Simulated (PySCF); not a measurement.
# Telling isomers of C$_{6}$H$_{10}$O$_{2}$ apart by NMR

- PBE0/pcSseg-1 with gauge-including orbitals
- GFN2-xTB geometry
- code: PySCF 2.14.0 with density-fitted response routines
- gas phase, non-relativistic, fast rotation and ring inversion assumed for equivalent nuclei, one computed conformer

Referencing at the same level of theory: ¹H and ¹³C against TMS. Where no couplings were computed, multiplicities follow the n + 1 count of equivalent neighbours, and m marks all less simple cases (inequivalent or close neighbours, rings, F or P nearby). Shifts are as computed. Against solution values, carbons near 30 ppm lie about +3 ppm off and those near 130 ppm about +5 ppm. Of 1211 compounds with measured shifts, 218 miss one by over three times the rms of a fit or turn the order of signals round; such compounds aren't used in these exercises.

(1) Tabulate the signals of `C=CC(=O)OC(C)C`, `CC(=O)O[C@@H]1C[C@@H]1C` and their relative energies.

(2) What is the quickest way to tell C=CC(=O)OC(C)C from CC(=O)O[C@@H]1C[C@@H]1C?

## Answers

(1) 
```tsv
SMILES	carbon types	δC	δH	E rel. (kcal/mol)
C=CC(=O)OC(C)C	1×C 2×CH 1×CH2 2×CH3	171.7, 140.2, 137.3, 69.7, 23.5	6.98 (m, 1H), 6.30 (m, 1H), 6.20 (m, 1H), 5.18 (sept, 1H), 1.31 (d, 6H)	0.0
CC(=O)O[C@@H]1C[C@@H]1C	1×C 2×CH 1×CH2 2×CH3	175.7, 54.0, 23.1, 15.3, 14.4, 13.1	5.02 (m, 1H), 2.08 (s, 3H), 1.21 (d, 3H), 0.92 (m, 1H), 0.79 (m, 1H), 0.38 (m, 1H)	6.4
```

Energies are electronic energies at PBE0/pcSseg-1 on these geometries, without zero-point or thermal terms, each for the one conformer computed, which needn't be the lowest.

(2) Count the carbon signals: 5 against 6. The first has a β carbon of a C=C–C=O unit (CH2) at 140.2 ppm, the second a three-membered-ring carbon (CH2) at 13.1 ppm. Their most deshielded carbons lie at 171.7 and 175.7 ppm. In the proton spectra the most deshielded non-exchanging signals are 6.98 (m, 1H) and 5.02 (m, 1H).
